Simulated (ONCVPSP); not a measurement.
## Building the ONCV potential for Au (PBE, scalar-relativistic).

ONCVPSP 4.0.1 input, shortened (lines: element, Z, core and valence counts, functional; n l f; lmax; l rc ep ncon nbas qcut; lloc lpopt rc5 dvloc0; l nproj debl; icmod fcfact rcfact), PBE, scalar-relativistic:

```
  Au 79.00   12    2        4      upf
    1    0    2.00
    2    0    2.00
    2    1    6.00
    3    0    2.00
    3    1    6.00
    3    2   10.00
    4    0    2.00
    4    1    6.00
    4    2   10.00
    4    3   14.00
    5    0    2.00
    5    1    6.00
    5    2   10.00
    6    0    1.00
    2
    0    2.20    0.00    4    8    2.40
    1    1.95    0.25    4    7    4.90
    2    1.75    0.00    4    9    9.90
    2    5    1.75    0.00
    0    1    1.50
    1    2    2.70
    2    0    3.00
    1    0.25    0.00
```

All-electron outer shells of the reference configuration (PBE, scalar-relativistic, ld1.x):

| shell | level (eV) | outermost node (bohr) | outermost maximum (bohr) |
| --- | --- | --- | --- |
| 5p | -59.78 | 0.52 | 0.96 |
| 5d | -6.88 | 0.56 | 1.21 |
| 6s | -5.76 | 1.11 | 2.32 |

Task: Does the generator finish with these settings?

Result: No. ONCVPSP 4.0.1 stopped with "ERROR pspot: first pseudo wave function has node, program will stop": the optimised pseudo-wave of the first projector has a node, so the radial equation cannot be inverted for a potential. It happened in the p channel.
